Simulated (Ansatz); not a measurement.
## Strength of the B–H bond: BH(CH3)(GeH3) → B(CH3)(GeH3) + H

Species: BH(CH3)(GeH3), singlet; B(CH3)(GeH3), doublet; H atom, doublet. 

Shapes, held fixed at every level: PBE0-D4/def2-TZVP. Programs: Ansatz 0.2.0. The zero-point and thermal change to 298 K, harmonic and unscaled (PBE0-D4/def2-TZVP), is -21.2 kJ/mol.

```
                level                   kind  ΔH(298 K) (kJ/mol)  less CCSD(T)/def2-TZVPP  CPU time (sum over the molecules)
     SPW92/def2-TZVPP                    LDA              +442.9                    +24.4                              6.7 s
  B3LYP-D4/def2-TZVPP          global hybrid              +417.6                     -0.9                               18 s
  BHLYP-D4/def2-TZVPP          global hybrid              +416.9                     -1.6                               14 s
   PBE0-D4/def2-TZVPP          global hybrid              +404.4                    -14.1                               13 s
r2SCAN0-D4/def2-TZVPP          global hybrid              +402.9                    -15.6                               23 s
     CCSD(T)/def2-SVP  coupled cluster or CI              +407.1                    -11.4                               24 s
   CCSD(T)/def2-TZVPP  coupled cluster or CI              +418.5                      0.0                            6.8 min
```

The highest level, CCSD(T)/def2-TZVPP, gives ΔH(298 K) = +418.5 kJ/mol; the levels span +402.9 to +442.9. The column of differences is taken from that level and isn't an error. No measured value is set beside it here. Open shells run unrestricted. Relativity is left out for Ge. Outer-core shells of Ge are correlated in most correlated rows, in sets that cover them unevenly. Times are processor times on shared x86 and Arm servers, and rough.
